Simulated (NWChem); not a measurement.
System: CF2 cation, doublet

Input file for NWChem:

```
start job
memory heap 200 mb stack 900 mb global 1100 mb
charge 1
geometry units angstroms noautosym nocenter noautoz
  F      1.086989     0.000000    -0.145187
  C      0.000000     0.000000     0.427277
  F     -1.086989     0.000000    -0.145187
end
basis spherical
  F library def2-svp
  C library def2-svp
end
dft
  odft
  mult 2
  xc b3lyp
  iterations 150
end
cosmo
  do_cosmo_smd true
  solvent octanol
end
task dft energy
```

In the optimisation the excess spin sits in a1 (C2v, its own frame). Geometry: optimised at B3LYP/6-31G* (spherical d), spin-unrestricted. No stability test was run on the SCF state. Solvent: 1-octanol.

Level: B3LYP/def2-SVP with SMD (1 M gas to 1 M solution), gas-phase geometry. Reactions with the solvent are ignored.

Problem. Predict the main results of this run. (B3LYP/def2-SVP, spin-unrestricted, SMD on the gas-phase geometry.) Quantities: solvation free energy (kcal/mol); cavity-dispersion-structure term (kcal/mol).

Solution. 
| Property | Value |
|---|---|
| solvation free energy (kcal/mol) | -67.8 |
| cavity-dispersion-structure term (kcal/mol) | 4.1 |
